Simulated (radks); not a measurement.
Spherical jellium clusters: N electrons in a uniform positive sphere of charge N and radius rs N^(1/3), rs = 2.62 bohr. Method: non-relativistic Kohn-Sham, PBE, spin-polarised, spherical densities; computed with a radial shooting solver with Libxc functionals. Levels are named by radial order and angular momentum (1s, 1p, 1d, 2s, ...), and open shells are averaged over m.

N = 23, configuration 1s2 1p6 1d10 2s2 1f(up 3, down 0). This is the lowest configuration that the search found. Occupied and some empty levels:

level,occupation,eigenvalue (eV),<r> (bohr)
1s up,1,-8.8075,4.596
1s down,1,-8.7027,4.439
1p up,3,-7.1405,5.521
1p down,3,-6.9155,5.400
1d up,5,-5.0981,6.220
1d down,5,-4.7816,6.142
2s up,1,-4.2718,5.394
2s down,1,-4.0594,5.446
1f up,3,-2.7917,6.914
1f down,0,-2.4197,6.894
2p up,0,-1.9451,7.160
2p down,0,-1.7437,7.215
1g up,0,-0.38774,7.988

Energy (eV): total -29.9291, kinetic 85.587, external -2254.3, Hartree 1098.8, exchange-correlation -119.19, background 1159.2.
